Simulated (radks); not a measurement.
Problem. These are the eigenvalues of the occupied orbitals of an atom or ion with whole-number occupations (eV). Method: Dirac Kohn-Sham, PBEsol, spin-unpolarised, spherical densities, finite nucleus; Fermi nuclear charge, rms radius of each element as measured or else 0.836 A^(1/3) + 0.57 fm; computed with a radial shooting solver on a logarithmic mesh with Libxc functionals.

orbital  eigenvalue
1s1/2     -30285.91
2s1/2     -4623.125
2p1/2     -4327.093
2p3/2     -4075.475
3s1/2     -920.9365
3p1/2     -799.8726
3p3/2     -753.4472
3d3/2     -539.4151
3d5/2     -529.7625
4s1/2     -166.7842
4p1/2     -125.8174
4p3/2     -117.1956
4d3/2      -52.3835
4d5/2      -51.1305
5s1/2      -29.3803
5p1/2      -20.6398

Which element is it, and in what charge state? The configuration may be excited. Open shells, if any, fill j = l - 1/2 first.

Solution. Z = 51, antimony, charge +2: Sb2+ in [Kr] 4d10 5s2 5p1. The list shows which subshells hold electrons but not how many an open one holds; the 1s level, -1113 hartree, gives Z - s = 47.2 by -(Z - s)^2/2, which with screening and relativity narrows Z to a few neighbours, and the depths of the outer levels then fix element, charge and occupations together.
